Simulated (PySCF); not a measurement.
BBr2, SMILES Br[B-]Br (connectivity only; charge and spin as stated), charge -1, multiplicity 1. Atoms are numbered in the order given.

```xyz
3

B      0.0000     0.0000    -1.2262
Br     0.0000     1.6762     0.0876
Br     0.0000    -1.6762     0.0876
```
Charge -1, spin multiplicity 1.

Geometry: B3LYP-D3(BJ)/def2-SVPD.

Two levels are set side by side: PBE/pcSseg-2 (PySCF) and HF/pcSseg-2 (PySCF). GIAO shifts against BF3 (¹¹B) at the same level; non-relativistic, no solvent, atoms listed together averaged. Without spin–orbit terms, shifts of atoms bonded to Cl or Br come out too high at both levels. Differences are taken from unrounded values.

```tsv
quantity	PBE
δ(¹¹B) of B1 (ppm)	141.8
```

Problem. These are the PBE values. What does HF give? (The exact figures need the calculation; the answer reports its results.)

Solution. 
| quantity | HF | PBE minus HF |
|---|---|---|
| δ(¹¹B) of B1 (ppm) | 140.2 | 1.5 |

Here PBE gives about what the other level gives.

Rough cost on one machine, each run with all the roots and properties that it gave: HF against PBE within a factor of 2.
